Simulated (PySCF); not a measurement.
C₃H₈MgO. Atoms are numbered in the order given.

```xyz
13

Mg     1.0715    -0.1056     0.0000
C     -1.0299    -0.3894     0.0000
C     -1.7080     0.1644     1.2604
C     -1.7080     0.1644    -1.2604
H     -1.1823    -1.4888     0.0000
H     -2.8005    -0.0305     1.2558
H     -1.5927     1.2602     1.3477
H     -1.3104    -0.2764     2.1909
H     -1.3104    -0.2764    -2.1909
H     -2.8005    -0.0305    -1.2558
H     -1.5927     1.2602    -1.3477
O      2.8293     0.1191     0.0000
H      3.7719     0.2609     0.0000
```

Coordinates come from a r2SCAN-D4/def2-SVP optimisation. Other conformers were not sampled.

Computed with PySCF with HF/def2-TZVP.

ESP charges are fitted to the potential on shells at 1.4 to 2.0 van der Waals radii. Atomic charges (e):

| atom | ESP fit | IAO | Löwdin | Mulliken |
|---|---|---|---|---|
| Mg1 | 1.02 | 1.56 | 0.64 | 0.97 |
| C2 | -0.05 | -0.65 | -0.47 | -0.37 |
| C3 | -0.27 | -0.34 | -0.31 | -0.32 |
| C4 | -0.27 | -0.34 | -0.31 | -0.32 |
| H5 | -0.06 | 0.08 | 0.13 | 0.09 |
| H6 | 0.07 | 0.09 | 0.10 | 0.09 |
| H7 | 0.04 | 0.10 | 0.11 | 0.09 |
| H8 | 0.03 | 0.10 | 0.11 | 0.10 |
| H9 | 0.03 | 0.10 | 0.11 | 0.10 |
| H10 | 0.07 | 0.09 | 0.10 | 0.09 |
| H11 | 0.04 | 0.10 | 0.11 | 0.09 |
| O12 | -1.15 | -1.27 | -0.48 | -0.92 |
| H13 | 0.48 | 0.37 | 0.15 | 0.32 |
